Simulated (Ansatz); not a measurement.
`OC(F)(Cl)O[SiH3]`, relaxed with RKS PBE-D4/def2-SVP in Ansatz from a rough embedded geometry. The force threshold is 0.03 eV/Å; the program also tests the step.

Charge 0, multiplicity 1.

Start:

```xyz
10

O     0.504    1.263    1.018
C    -0.157    1.089   -0.273
F     0.403    2.062   -1.064
Cl   -1.869    1.403   -0.113
O     0.119   -0.121   -0.893
Si   -0.027   -1.555   -0.049
H     1.152    1.890    0.791
H     0.031   -2.707   -0.960
H    -1.292   -1.631    0.665
H     1.136   -1.693    0.878
```

Task: By how much does the energy fall, and how many steps does the optimiser take? (An estimate is asked.)

Result: The calculation gave: 9.24 kcal/mol, in 17 steps, 2 of them rejected.

Task: Which bonds change most? (Best estimate.)

Result: Ansatz gave: O1–C2 from 1.461 to 1.378 Å; C2–Cl4 from 1.747 to 1.818 Å; O1–H7 from 0.929 to 0.981 Å; O5–Si6 from 1.669 to 1.716 Å.

Task: Give the relaxed structure. (Best estimate.)

Result: Ansatz gave: 
```xyz
10

O     0.310    1.346    0.958
C    -0.164    1.157   -0.323
F     0.337    2.105   -1.162
Cl   -1.965    1.389   -0.230
O     0.151   -0.056   -0.859
Si    0.027   -1.523    0.023
H     1.287    1.384    0.888
H     0.033   -2.580   -1.035
H    -1.239   -1.539    0.822
H     1.223   -1.682    0.918
```
